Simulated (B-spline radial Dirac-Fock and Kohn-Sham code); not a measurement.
## Atomic SCF run for Er

ΔSCF core binding energies without Breit or QED terms, calculated with an atomic code on a B-spline grid. Keys: rel is the Hamiltonian (dirac, or spin-free x2c and nr, where L3 and M5 stand for the whole 2p and 3d shells), method is hf or an exchange,correlation pair (spin-unpolarised, also for the hole states), nuc the nuclear model, radius_factor scales its radius, rmax is the box in bohr, h the logarithmic mesh step, order the B-spline order, points the quadrature points per cell, c_factor scales the speed of light, and damp, ndamp, maxit and tol steer the iteration. The run stops when the commutator error falls below 10·tol·max(1, Z/10), or the numerical noise floor, and the energy has settled to about 1e-8 Ha; the virial ratio is −V/T.

Input (task.json):

```json
{"items": [{"Z": 68, "q": 0, "cfg": [[1, 0, 2], [2, 0, 2], [2, 1, 6], [3, 0, 2], [3, 1, 6], [3, 2, 10], [4, 0, 2], [4, 1, 6], [4, 2, 10], [4, 3, 12], [5, 0, 2], [5, 1, 6], [6, 0, 2]], "A": 166, "rrms": 5.2516, "do": "settings", "holes": ["K", "L3", "M5"],
  "settings": [{"rel": "dirac", "method": "hf", "nuc": "fermi", "radius_factor": 1.0, "rmax": 45.0, "h": 0.3, "order": 8, "points": 10, "c_factor": 1.0, "maxit": 60, "damp": 0.5, "ndamp": 3, "tol": 1e-08, "cfg": "1s2 2s2 2p6 3s2 3p6 3d10 4s2 4p6 4d10 4f12 5s2 5p6 6s3"}]}]}
```

Command: `python xray2_run.py task.json out`

The program stops without a result: overfilled shell.

Task: One setting is unsound. Which, and why?

Result: cfg puts more electrons in a shell than it can hold. With the default settings (Dirac Hartree-Fock): The ground state converged in 11 iterations, with total energy -13092.23237 Ha, virial ratio 1.90634 and highest orbital energy -5.23 eV. ΔSCF binding energies: K (1s) 57745.8 eV, L3 (2p3/2) 8377.9 eV, M5 (3d5/2) 1411.9 eV.
